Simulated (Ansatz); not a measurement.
Species: aminoborane, BNH4, charge 0, multiplicity 1. SMILES: NB
Geometry: optimised at B3LYP-D3(BJ)/def2-TZVP (Ansatz, an electronic-structure program).

Property: atomisation energy, in kcal/mol. Conventions: no dispersion term unless named; six Cartesian d functions in 6-31G* and its kin unless marked 5d; 6-311+G** with 5d; no spin-orbit coupling; atomisation electronic, to ground-state atoms; non-relativistic; valence correlation only; UHF or UKS for open shells; LANL2DZ all-electron up to Ne. Basis-set limits of correlation are two-point, X^-3; Hartree-Fock from the larger set. First-principles rows: single points at B3LYP-D3(BJ) geometries (Ansatz).

Coupled cluster (Ansatz) is a level with limits of its own, used here on species with T1 under 0.025 (0.045 for open shells) and stable references: CCSD(T)/CBS(def2-TZVPPD,def2-QZVPPD).

Value to compare with, CCSD(T)/CBS(def2-TZVPPD,def2-QZVPPD) (Ansatz): 499.8 kcal/mol.

| level | program | atomisation energy (kcal/mol) | difference |
|---|---|---|---|
| PBE/STO-3G | Ansatz | 610.2 | 110.4 |
| PBE/3-21G | Ansatz | 502.3 | 2.5 |
| PBE/LANL2DZ | Ansatz | 497.7 | -2.1 |
| PBE/6-31G* | Ansatz | 505.0 | 5.2 |
| PBE/def2-SVP | Ansatz | 508.7 | 8.9 |
| PBE/6-311+G** | Ansatz | 506.0 | 6.2 |
| PBE/def2-TZVPD | Ansatz | 507.8 | 8.0 |

Among the 6 habitual levels, PBE/STO-3G lies farthest from CCSD(T)/CBS(def2-TZVPPD,def2-QZVPPD) (Ansatz) (110.4 kcal/mol); 5 of 6 lie above it, and their mean absolute difference is 22.6 kcal/mol, the median 5.7. One case shows no general order.

The sets are all those run for this method; runs whose electronic state is in doubt are left out.
